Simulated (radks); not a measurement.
W0.25-, 74.25 electrons, occupied as [Xe] 4f14 5d4.75 6s1.5 (fractional occupations, a model configuration).

Calculated with a radial shooting solver on a logarithmic mesh with Libxc functionals: Dirac Kohn-Sham, PBE, spin-unpolarised, spherical densities, finite nucleus; open shells are shared between the two j in proportion to 2j + 1; Fermi nuclear charge, rms radius 5.3658 fm.

Energy parts (hartree):
| part | energy |
|---|---|
| total | -16163.3261 |
| kinetic | 18201.7611 |
| electron-nucleus | -40374.4380 |
| Hartree | 6334.4895 |
| exchange-correlation | -325.1387 |

Orbitals (lengths in bohr, moments of r in powers of bohr):
1s1/2: occ. 2; eigenvalue (hartree) -2549.257; <1/r> 87.04
2s1/2: occ. 2; eigenvalue (hartree) -439.6241; <1/r> 21.18
2p1/2: occ. 2; eigenvalue (hartree) -420.4859; <1/r> 21.15
2p3/2: occ. 4; eigenvalue (hartree) -370.7758; <1/r> 17.77
3s1/2: occ. 2; eigenvalue (hartree) -101.1558; <1/r> 7.776
3p1/2: occ. 2; eigenvalue (hartree) -92.61123; <1/r> 7.692
3p3/2: occ. 4; eigenvalue (hartree) -81.86226; <1/r> 6.817
3d3/2: occ. 4; eigenvalue (hartree) -67.44287; <1/r> 6.711
3d5/2: occ. 6; eigenvalue (hartree) -65.10521; <1/r> 6.504
4s1/2: occ. 2; eigenvalue (hartree) -20.77722; <1/r> 3.267
4p1/2: occ. 2; eigenvalue (hartree) -17.22969; <1/r> 3.157
4p3/2: occ. 4; eigenvalue (hartree) -14.73883; <1/r> 2.853
4d3/2: occ. 4; eigenvalue (hartree) -8.90513; <1/r> 2.638
4d5/2: occ. 6; eigenvalue (hartree) -8.44613; <1/r> 2.565
5s1/2: occ. 2; eigenvalue (hartree) -2.78623; <1/r> 1.262
5p1/2: occ. 2; eigenvalue (hartree) -1.73809; <1/r> 1.130
5p3/2: occ. 4; eigenvalue (hartree) -1.37939; <1/r> 1.021
4f5/2: occ. 6; eigenvalue (hartree) -1.15055; <1/r> 2.100
4f7/2: occ. 8; eigenvalue (hartree) -1.06834; <1/r> 2.069
6s1/2: occ. 1.5; eigenvalue (hartree) -0.14181; <1/r> 0.3827
5d3/2: occ. 1.9; eigenvalue (hartree) -0.09041; <1/r> 0.6365
5d5/2: occ. 2.85; eigenvalue (hartree) -0.06583; <1/r> 0.6027

The highest occupied level is 5d5/2 at -1.791 eV. The density falls to 0.001 e/bohr^3 at r = 4.88 bohr. The electron density at the nucleus is 1.424e+06 e/bohr^3.
